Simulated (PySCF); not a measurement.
**Spin states of KGe⁺**

Unrestricted PBE0; basis K x2c-SVPall, Ge x2c-SVPall; spin-free X2C with a Gaussian nucleus; PySCF 2.14. Outer shells of the fragments: K+ closed shells only; Ge 3d10 4s2 4p2.

Followed along the bond (rough minima from three points):

| 2Ms+1 | unpaired | ⟨S²⟩ at the start | R at minimum (Å) | Te (eV) |
| --- | --- | --- | --- | --- |
| 3 | σ ↑, π ↑ | 2.00 | 3.76 | 0.00 |
| 1 | σ ↑, π ↓ | 1.01 | 3.80 | 0.31 |
| 1 | none | 0.00 | 3.70 | 0.79 |
| 3 | π ↑↑ | 2.00 | none in the scan | ≤ 0.40 |
| 1 | π ↑↓ | 1.01 | none in the scan | ≤ 0.73 |

Solutions found at the starting distance of 3.205 Å, counted from the lowest of them; the search is not exhaustive and high or unbound solutions are not listed, so other states can lie among these:

```json
{"2Ms+1": "3", "unpaired": "σ ↑, π ↑", "term": "³Π", "E (eV)": "0.00", "⟨S²⟩": "2.00", "⟨Lz²⟩": "1.00", "μ (D)": "-8.10"}
{"2Ms+1": "1", "unpaired": "σ ↑, π ↓", "term": "mixed", "E (eV)": "0.33", "⟨S²⟩": "1.01", "⟨Lz²⟩": "1.00", "μ (D)": "-8.07"}
{"2Ms+1": "3", "unpaired": "π ↑↑", "term": "³Σ⁻", "E (eV)": "0.40", "⟨S²⟩": "2.00", "⟨Lz²⟩": "0.00", "μ (D)": "-8.40"}
{"2Ms+1": "1", "unpaired": "π ↑↓", "term": "mixed", "E (eV)": "0.72", "⟨S²⟩": "1.01", "⟨Lz²⟩": "2.01", "μ (D)": "-8.33"}
{"2Ms+1": "1", "unpaired": "none", "term": "¹Σ⁺", "E (eV)": "0.84", "⟨S²⟩": "0.00", "⟨Lz²⟩": "0.00", "μ (D)": "-7.39"}
{"2Ms+1": "1", "unpaired": "none", "term": "mixed", "E (eV)": "1.67", "⟨S²⟩": "0.00", "⟨Lz²⟩": "2.00", "μ (D)": "-8.08"}
{"2Ms+1": "3", "unpaired": "σ ↑↑", "term": "³Σ⁺", "E (eV)": "4.53", "⟨S²⟩": "2.00", "⟨Lz²⟩": "0.00", "μ (D)": "2.51"}
{"2Ms+1": "3", "unpaired": "π ↑↑", "term": "mixed", "E (eV)": "6.18", "⟨S²⟩": "2.00", "⟨Lz²⟩": "2.01", "μ (D)": "3.08"}
{"2Ms+1": "3", "unpaired": "σ ↑↑, π ↑↓", "term": "mixed", "E (eV)": "7.23", "⟨S²⟩": "3.00", "⟨Lz²⟩": "2.01", "μ (D)": "-8.37"}
{"2Ms+1": "3", "unpaired": "σ ↑↑", "term": "mixed", "E (eV)": "8.14", "⟨S²⟩": "2.01", "⟨Lz²⟩": "2.00", "μ (D)": "-8.19"}
```

A term symbol is given only where ⟨S²⟩ and ⟨Lz²⟩ are close to those of a pure state; real π, δ and φ orbitals otherwise mix terms. A positive dipole points towards Ge; it is taken about the centre of mass and depends on that origin.

Spin–orbit coupling is left out.
